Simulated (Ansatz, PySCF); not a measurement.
Caution: the highest occupied level lies above zero, so the state may not be bound. This singlet lies 1.83 eV below the relaxed triplet at the level frozen-core CCSD(T)/aug-cc-pVTZ // B3LYP-D3(BJ)/def2-TZVPD (Ansatz, a first-principles code).

```xyz
4

O     -0.6893    -0.3748     0.0970
B      0.2400     0.6138    -0.1651
Cl     1.9936    -0.2887     0.0926
H     -1.5443     0.0497    -0.0245
```

Charge -1, multiplicity 1.

Q: Give the Mulliken and meta-Löwdin atomic charges from PBE-D3(BJ)/def2-TZVPD // B3LYP-D3(BJ)/def2-TZVPD run with PySCF.

A: 
```tsv
atom	Mulliken (e)	meta-Löwdin (e)
O1	-0.06	-0.55
B2	-0.94	-0.38
Cl3	-0.20	-0.38
H4	0.20	0.31
```
